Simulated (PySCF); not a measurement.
Species: C₄H₄FOS (doublet state).
Numbering: `[O:1]=[S@@:2]1[C:3]=[CH:4][C@@H:5]([F:6])[CH2:7]1` (hydrogens: H8 on C4; H9 on C5; H10, H11 on C7)

Geometry (GFN2-xTB, Å), atoms numbered from 1 in this order:
```
atom  x, y, z in Å
O1    -2.023    1.151   -1.061
S2    -1.468    1.097    0.288
C3     0.232    1.719    0.129
C4     1.144    0.826   -0.128
C5     0.633   -0.608   -0.193
F6     1.494   -1.457    0.462
C7    -0.741   -0.627    0.463
H8     2.193    0.999   -0.296
H9     0.608   -0.941   -1.239
H10   -0.637   -0.815    1.530
H11   -1.429   -1.342    0.018
```

Computed, not measured: UKS B3LYP, pcH-1 on C F H O S, non-relativistic, mean-field spin-orbit, GIAO in PySCF. Geometry: GFN2-xTB, one conformer, isolated molecule. A GFN2-xTB geometry isn't a minimum of the functional, and hyperfine couplings can be far from their values at a DFT geometry. Stability of the SCF solution: not tested.

Task: What are g_iso and the isotropic 13C coupling of C5?

Result: g_iso = 2.00321 and a = +74.16 MHz, or +2.645 mT (Mulliken spin population +0.07). 13C makes up about 1.07 % of the natural element, so this concerns labelled samples or satellites.

Task: For one electron spin and this one nucleus (I = 1/2, g_N = 1.4048), compare first-order, second-order and exact resonance fields at 3.523 GHz.

Result: First order: B = B0 − a·mI with B0 = 125.653 mT. Second order subtracts a²[I(I+1) − mI²]/(2B0). The exact fields come from the Breit–Rabi levels of H = g μB B Sz − g_N μN B Iz + a S·I.

| mI | first order (mT) | second order (mT) | exact (mT) | exact − first order |
| --- | --- | --- | --- | --- |
| −1/2 | 126.976 | 126.962 | 126.962 | -0.014 |
| +1/2 | 124.331 | 124.317 | 124.317 | -0.014 |

Task: What levels remain at zero field?

Result: F = I ± 1/2 = 1 and 0, at a·I/2 = +18.5 MHz and −a(I+1)/2 = -55.6 MHz, that is |a|(I + 1/2) = 74.2 MHz apart; F = 0 lies lower.

Other couplings of abundant isotopes, left aside here: 1 × 1H 55 MHz, 1 × 1H 4 MHz, 1 × 1H 2 MHz.
